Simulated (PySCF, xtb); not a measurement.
Al(AsH2)(H)2 (AlAsH4), SMILES [AsH2][AlH2].

GFN2-xTB (xtb) at its own geometry gives an orbital gap of 3.69 eV and a dipole moment of 1.26 D.

Geometry: PBE0-D3(BJ)/def2-TZVP.

Question: What does B3LYP/def2-TZVPD (PySCF) give? (Estimate from the structure and the level; the computed values follow.)

Answer: gap 5.06 eV (levels -6.97 and -1.92 eV), dipole 0.35 D.
